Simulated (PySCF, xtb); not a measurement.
C3H9FOSi, SMILES CO[Si@@H](C)CF. The values are those of a single conformer.

Harmonic wavenumbers (cm⁻¹) from GFN2-xTB (xtb) at its own minimum, in rising order: 46, 57, 89, 106, 120, 165, 214, 259, 337, 595, 638, 673, 713, 746, 796, 821, 842, 1029, 1128, 1135, 1155, 1206, 1282, 1374, 1412, 1448, 1476, 1480, 1483, 1485, 2329, 2928, 2949, 2951, 2961, 2991, 3011, 3035, 3054.

Task: What does PBE-D3(BJ)/def2-SVP run with PySCF give at its own minimum? (An estimate is asked for; the answer gives what the named calculation found.)

Result: 57, 69, 84, 123, 152, 171, 224, 271, 335, 590, 619, 691, 730, 743, 813, 851, 870, 1018, 1119, 1136, 1171, 1190, 1213, 1257, 1377, 1383, 1404, 1421, 1424, 1429, 2195, 2907, 2942, 2973, 2977, 3002, 3031, 3073, 3086. Paired by order, the mean absolute difference is 29 cm⁻¹ and the zero-point energies are 72.2 and 71.7 kcal/mol.
